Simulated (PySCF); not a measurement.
Computed shifts of a molecule CH8O3Si2, PBE/pcSseg-1 run with PySCF, GIAO, gas phase, atoms alike by connectivity averaged where their shifts nearly agree, in ppm (number of nuclei): ¹³C: 53.8 (1). ²⁹Si: -16.1 (1), -71.4 (1). ¹H: 5.58 (1), 4.34 (3), 4.00 (1), 2.41 (2), 1.84 (1). References: ¹⁷O against H2O (σ = 334.3 ppm); ¹³C against TMS (σ = 182.0 ppm); ²⁹Si against TMS (σ = 335.4 ppm); ¹H against TMS (σ = 31.49 ppm), references at their B3LYP-D3(BJ)/def2-TZVP geometries, non-relativistic. Geometry: r2SCAN-D4/def2-SVP. The values are those of a single conformer.

**Question.** Pick the molecule that these values belong to.
A) CO[Si@@H](O)[SiH2]O
B) O[C@H]([SiH3])[SiH](O)O
C) CO[Si](O)(O)[SiH3]
D) C[Si](O)(O)[SiH2]O

**Answer.** B, O[C@H]([SiH3])[SiH](O)O
